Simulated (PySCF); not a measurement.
A series of related molecules.

All values: PBE0/pcSseg-1 (PySCF) at GFN2-xTB geometries, gas phase, one conformer each.

Question: Rank by the highest Hirshfeld charge on any atom, lowest value first.
A. `C=C(C)[Si@@H](Cl)CC[SiH2]C`
B. `C=C(C)[Si@@H](Cl)SCCC`
C. `C=C(C)[Si]1(Cl)CCC1`

Answer: B (+0.325 e), A (+0.363 e), C (+0.389 e).

Question: Rank by the highest IAO charge on any atom, highest value first.
A. `C1C[Si](C(C)=C)(Cl)C1`
B. `C(S[Si@@H](C(=C)C)Cl)CC`
C. `C=C(C)[Si@@H](Cl)CCC`

Answer: A (+1.025 e), C (+0.923 e), B (+0.821 e).

Question: Rank by the lowest Hirshfeld charge on any atom, lowest value first.
A. `C=C(C)[Si@@H](Cl)CC[SiH2]C`
B. `C=C(C)[Si]1(Cl)CCC1`
C. `C=C(C)[Si@@H](Cl)SCCC`

Answer: A (-0.212 e), B (-0.169 e), C (-0.125 e).

All values together:

```tsv
SMILES	change	formula	μ (D)	HOMO (eV)	LUMO (eV)	lowest IAO charge (e)	highest IAO charge (e)	lowest Hirshfeld charge (e)	highest Hirshfeld charge (e)
C=C(C)[Si@@H](Cl)CCC	parent	C6H13ClSi	2.08	-7.72	-0.32	-0.545 (C)	+0.923 (Si)	-0.161 (C)	+0.363 (Si)
C=C(C)[Si@@H](Cl)SCCC	S inserted into a Si-C bond	C6H13ClSSi	1.39	-7.04	-0.51	-0.421 (C)	+0.821 (Si)	-0.125 (C)	+0.325 (Si)
C=C(C)[Si@@H](Cl)CC[SiH2]C	SiH2 inserted into a C-C bond	C6H15ClSi2	1.61	-7.77	-0.42	-0.717 (C)	+0.923 (Si)	-0.212 (C)	+0.363 (Si)
C=C(C)[Si]1(Cl)CCC1	ring closed by a new C-Si bond	C6H11ClSi	1.57	-7.44	-0.53	-0.559 (C)	+1.025 (Si)	-0.169 (C)	+0.389 (Si)
```

Conformers: `[CH2:1]=[C:2]([CH3:3])[Si@@H:4]([Cl:5])[CH2:6][CH2:7][CH3:8]` with C1–C2–Si4–Cl5 123°, C2–Si4–C6–C7 56°, Si4–C6–C7–C8 -178°; `[CH2:1]=[C:2]([CH3:3])[Si@@H:4]([Cl:5])[S:6][CH2:7][CH2:8][CH3:9]` with C1–C2–Si4–Cl5 -125°, C2–Si4–S6–C7 161°, Si4–S6–C7–C8 67°, S6–C7–C8–C9 60°; `[CH2:1]=[C:2]([CH3:3])[Si@@H:4]([Cl:5])[CH2:6][CH2:7][SiH2:8][CH3:9]` with C1–C2–Si4–Cl5 -114°, C2–Si4–C6–C7 180°, Si4–C6–C7–Si8 -178°, C6–C7–Si8–C9 -61°; `[CH2:1]=[C:2]([CH3:3])[Si:4]1([Cl:5])[CH2:6][CH2:7][CH2:8]1` with C1–C2–Si4–Cl5 165°, C2–Si4–C6–C7 -107°, Si4–C6–C7–C8 -9°, C6–C7–C8–Si4 9°, C2–Si4–C8–C7 108°.

Question: Give the shifts from the parent, `C=C(C)[Si@@H](Cl)CCC`.

Answer: 
| SMILES | change in μ (D) | change in HOMO (eV) | change in LUMO (eV) |
| --- | --- | --- | --- |
| C=C(C)[Si@@H](Cl)SCCC | -0.69 | +0.68 | -0.19 |
| C=C(C)[Si@@H](Cl)CC[SiH2]C | -0.47 | -0.05 | -0.10 |
| C=C(C)[Si]1(Cl)CCC1 | -0.51 | +0.28 | -0.21 |
